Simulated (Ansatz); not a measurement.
```yaml
crystal:
  periodic: [false, false, false]
  atoms:
    - {symbol: D, position_ang: [-2.032577, 0.521117, -0.803103]}
    - {symbol: In, position_ang: [-0.000032, -0.016824, -0.433785]}
    - {symbol: C, position_ang: [1.181537, -1.758961, -0.046440]}
    - {symbol: O, position_ang: [0.416166, 1.174980, 1.625034]}
    - {symbol: Cl, position_ang: [1.462318, 1.779764, -1.188577]}
    - {symbol: H, position_ang: [-2.494170, 0.825205, 0.137687]}
    - {symbol: H, position_ang: [-2.056136, 1.361168, -1.496792]}
    - {symbol: H, position_ang: [-2.599120, -0.311321, -1.220889]}
    - {symbol: H, position_ang: [2.200130, -1.454577, 0.195263]}
    - {symbol: H, position_ang: [0.767446, -2.340845, 0.778514]}
    - {symbol: H, position_ang: [1.212834, -2.395158, -0.932117]}
    - {symbol: H, position_ang: [1.009005, 0.747779, 2.251052]}
    - {symbol: H, position_ang: [0.953098, 1.832874, 1.148955]}
basis:
  gaussian: {orbitals: def2-TZVP}
magnetization: {spin_polarized: true, initial_magnetization: 2}
hamiltonian: {xc: {name: wB97M-V}}
output: {forces: true}
```

```sh
$ ansatz run in.yaml --threads 4 --pin off --events-out ev --progress --plain --max-ram 11315MiB
```

It prints (some lines left out):

```
Error: YAML parse error: error: line 4 column 16: `D` is not an element symbol (H … Og, case-exact)
 --> <input>:4:16
2 |   periodic: [false, false, false]
3 |   atoms:
4 |     - {symbol: D, position_ang: [-2.032577, 0.521117, -0.803103]}
5 |     - {symbol: In, position_ang: [-0.000032, -0.016824, -0.433785]}
6 |     - {symbol: C, position_ang: [1.181537, -1.758961, -0.046440]}
```

(1) Something in this input is off. What?

Answers

(1) An element symbol is wrong. The program refused the input.
